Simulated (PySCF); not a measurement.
Compound: C₇H₈N₂.
Atom-mapped SMILES: `[H]/[N:1]=[CH:2]\[CH2:3][c:4]1[cH:5][cH:6][cH:7][cH:8][n:9]1` (hydrogens: H10 on N1; H11 on C2; H12, H13 on C3; H14 on C5; H15 on C6; H16 on C7; H17 on C8)

Computed geometry: GFN2-xTB, gas phase.

Problem. List the bond lengths, angles and torsions at this level.

Solution. 
```
          bond  length (Å)     order
         N1=C2       1.250    double
         C2–C3       1.507    single
         C3–C4       1.503    single
         C4–C5       1.392  aromatic
         C5–C6       1.384  aromatic
         C6–C7       1.387  aromatic
         C7–C8       1.386  aromatic
         C8–N9       1.321  aromatic
         C4–N9       1.326  aromatic
        N1–H10       1.020    single
        C2–H11       1.086    single
C3–H12, C3–H13       1.092    single
        C5–H14       1.080    single
        C6–H15       1.081    single
        C7–H16       1.079    single
        C8–H17       1.082    single
```

Bonds in one row agree within 0.01 Å and their mean is given. Orders are formal, as drawn. A selection of angles:
```
    angle  degrees
 N1–C2–C3    128.2
 C2–C3–C4    108.5
 C3–C4–C5    121.1
 C3–C4–N9    116.5
 C5–C4–N9    122.3
 C4–C5–C6    118.7
 C5–C6–C7    118.9
 C6–C7–C8    118.0
 C7–C8–N9    123.4
 C4–N9–C8    118.7
H10–N1–C2    115.3
```

Dihedral angles: N1–C2–C3–C4 -118° (anticlinal); C2–C3–C4–C5 87° (synclinal); H10–N1–C2–C3 -1° (synperiplanar). The mirror-image conformer, all signs reversed, is as good.

The 3 C–N bonds span 1.250 Å (N1=C2, drawn double) to 1.326 Å (C4–N9, aromatic), a spread of 0.076 Å. Of the pairs four or more bonds apart, H10···H12 is among the closest relative to their van der Waals radii: 2.37 Å, 99 % of the sum of Bondi's values. N1 (imine nitrogen) is bent (angle 115.3°). The 6-membered ring C4–C5–C6–C7–C8–N9 has internal angles of 118.0° to 123.4°; it is planar, 0.00 Å rms from its mean plane, widest ring torsion 0°. The 6 C–C bonds span 1.384 Å (C5–C6, aromatic) to 1.507 Å (C2–C3, drawn single), a spread of 0.123 Å.

Point group: C1 (no symmetry element, even within 0.4 Å). No GFN2-xTB frequencies stand behind this structure, so it isn't proved a minimum. The numbers are those of one conformer.
